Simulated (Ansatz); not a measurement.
Species: C5H9, charge 0, multiplicity 2. It need not be the lowest isomer of its formula. 
Geometry from a B3LYP-D3(BJ)/def2-TZVP (Ansatz, an electronic-structure program) optimisation:
SMILES: [H]/[C]=C/CCC
```xyz
14

C      2.1466     0.2152     0.9793
C      0.9024     0.6188     0.1942
C     -0.0520    -0.5568    -0.0405
C     -1.2565    -0.1689    -0.8555
C     -2.4999    -0.2194    -0.4659
H      2.8099     1.0672     1.1378
H      1.8794    -0.1860     1.9597
H      2.7132    -0.5551     0.4505
H      0.3654     1.4092     0.7257
H      1.1959     1.0428    -0.7713
H     -0.3776    -0.9693     0.9167
H      0.4885    -1.3532    -0.5647
H     -1.0405     0.2060    -1.8630
H     -3.4775     0.0048    -0.8612
```
Charge 0, spin multiplicity 2.

Basis-set convergence of Hartree-Fock and MP2 correlation energies (hartree) with Ansatz. Correlated levels leave the core frozen unless marked. UHF or UKS for open shells. Spin-orbit coupling is left out. Non-relativistic.

The UHF reference is spin-contaminated (<S^2> 0.17 over the pure value in the largest basis). 

| basis | functions | E(HF) | E(corr, MP2) |
|---|---|---|---|
| cc-pVDZ | 115 | -194.51390 | -0.65912 |
| cc-pVTZ | 276 | -194.56709 | -0.80807 |
| cc-pVQZ | 545 | -194.57944 | -0.85884 |

Extrapolating the two largest sets (X = 3 and 4) as X^-3: E(corr) = (64·(-0.85884) - 27·(-0.80807))/37 = -0.8959 Eh, an estimate of the basis-set limit. The largest set recovers 95.9 % of it, the smallest 73.6 %.
